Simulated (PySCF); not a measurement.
Q: Write Cartesian coordinates for `C[Si](C)(C)CF` (TMS-CH2F) as optimised with GFN2-xTB.

A: 
```
atom  x, y, z in Å
C1    -0.9735    0.6628   -1.5117
Si2    0.0441    0.0033   -0.0430
C3     1.1334    1.3774    0.7016
C4     1.0868   -1.5096   -0.5510
C5    -1.1888   -0.5895    1.3224
F6    -1.9871    0.4617    1.7378
H7    -0.3295    1.0705   -2.2854
H8    -1.5767   -0.1190   -1.9651
H9    -1.6468    1.4535   -1.1931
H10    1.7448    1.0052    1.5192
H11    0.5233    2.1873    1.0912
H12    1.8031    1.7975   -0.0432
H13    0.4637   -2.3266   -0.9021
H14    1.7711   -1.2542   -1.3535
H15    1.6809   -1.8840    0.2770
H16   -0.6848   -0.9577    2.2193
H17   -1.8713   -1.3668    0.9697
```

Orientation and origin are arbitrary. Atoms count from 1 in this order. Si2 (four-coordinate silicon) is tetrahedral (angles from 107.1° to 111.3°). The 4 C–Si bonds span 1.905 Å (C1–Si2, drawn single) to 1.933 Å (Si2–C5, drawn single), a spread of 0.028 Å.

Bonds between heavy atoms (Å): C1–Si2 1.905, Si2–C3 1.905, Si2–C4 1.906, Si2–C5 1.933, C5–F6 1.384.

The geometry is computed with GFN2-xTB (gas phase).

Point group: near Cs, missed by 0.09 Å at most; the miss may be what the optimiser left on a soft mode. No GFN2-xTB frequencies stand behind this structure, so it isn't proved a minimum.
